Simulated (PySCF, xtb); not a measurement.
BH2I, SMILES BI.

xtb with GFN2-xTB at its own geometry gives an orbital gap of 3.36 eV and a dipole moment of 3.30 D.

Geometry optimised at B3LYP-D3(BJ)/def2-TZVP. The def2 effective core potentials stand for the cores of I; spin–orbit coupling is left out.

Task: What does CAM-B3LYP/def2-TZVPD in PySCF give? (An estimate is asked for; the answer gives what the named calculation found.)

Result: gap 7.70 eV (levels -8.83 and -1.13 eV), dipole 0.55 D.
